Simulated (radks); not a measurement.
Numerical settings for neutral thallium, [Hg] 6p1. Method: non-relativistic Kohn-Sham, r2SCAN, spin-unpolarised, spherical densities, point nucleus; meta-GGA in the generalised Kohn-Sham scheme; relativity is left out, which matters for an element this heavy; computed with a radial shooting solver on a logarithmic mesh with Libxc functionals. The defaults (mesh step 0.008 in ln r, mesh end at 40 bohr or more with all orbitals vanishing there, Anderson mixing 0.5 over 9 steps, residual threshold near 1e-9 with the energy settled to 1e-9 hartree or 1e-11 of itself, here a cap of 91 iterations) give E = -18966.174 hartree and 6p at -2.548 eV in 12 iterations. Run on one thread of a shared host, so times are rough (Arm Neoverse V2): 0.13 s of CPU time, 0.13 s wall, 12 iterations on 2728 mesh points. Changes against that run (0 stands for a change within the tolerance of the run):

setting,iterations,converged,E (mhartree),e(6p) (meV),CPU (s)
mesh step in ln r 0.12,4,no,diverged,-,0.01
mesh step in ln r 0.03,12,yes,-0.432,0,0.04
mesh step in ln r 0.02,12,yes,-0.123,0,0.05
mesh end (bohr) 8,12,yes,+7.57,+411,0.11
mesh end (bohr) 20,12,yes,0,+0.0429,0.12
residual threshold 0.01,9,yes,0,+0.491,0.1
residual threshold 0.001,9,yes,0,+0.491,0.1
mixing 2.5,13,yes,0,-0.0307,0.13
"linear mixing, mixing 0.8",91,no,0,-0.0695,0.75
"linear mixing, mixing 0.05",91,no,+0.0177,-6.22,0.68
mixing history 3,12,yes,0,+0.0619,0.12
iteration cap 3,3,no,+11.4,-2.6,0.04

Settings that end as converged yet miss the energy by more than 1 mhartree: mesh end (bohr) 8 (+0.00757 hartree). A mesh that ends early acts as a hard wall.
